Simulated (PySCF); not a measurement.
## Bond length, frequency and bond energy of PrF by level of theory

State: quintet, about 2.9 electrons in the 4f shell (Mulliken), real f orbitals that mix terms. Set-up: Pr x2c-SVPall, F x2c-SVPall; spin-free X2C with a Gaussian nucleus (PySCF 2.14). De refers to Pr (4f3 6s2) + F in their high-spin ground configurations, without counterpoise correction. The functionals are run spin-unrestricted. A positive dipole means Pr(−)F(+). Levels whose curve was spin-contaminated or gave no clean fit are not listed.

| Level | Re (Å) | ωe (cm⁻¹) | De (eV) | μ (D) | CPU s a point (SCF and correlation, without the integrals) |
| --- | --- | --- | --- | --- | --- |
| UHF | 2.129 | 500 | n/a | -3.26 | 3.3 |
| UHF-MP2 | 2.056 | 540 | n/a | n/a | 5.2 |
| UHF-SCS-MP2 | 2.073 | 530 | n/a | n/a | n/a |
| PBE0 | 2.059 | 525 | 6.25 | -2.58 | 16 |

Q: What does second-order correlation do here, going from UHF to UHF-MP2?

A: UHF-MP2 less UHF: -7.3 pm in Re, +8.0 % in ωe. Correlation nearly always deepens the well. The bond shortens, as in weak, metallic or heavy-atom bonds, where dispersion and the correlation of outer-core electrons pull the atoms together.

Correlated steps freeze 19 core orbitals. Spin–orbit coupling is left out, which matters for elements this heavy, above all for dissociation energies. The state is the lowest single determinant that the PBE0 search found; with open d or f shells the true ground state can be another one.

The whole job (state search and all levels along the bond) took about 17 min on 2 threads of Intel Xeon Platinum 8375C @ 2.90GHz (shared host), peak memory 2.2 GiB.
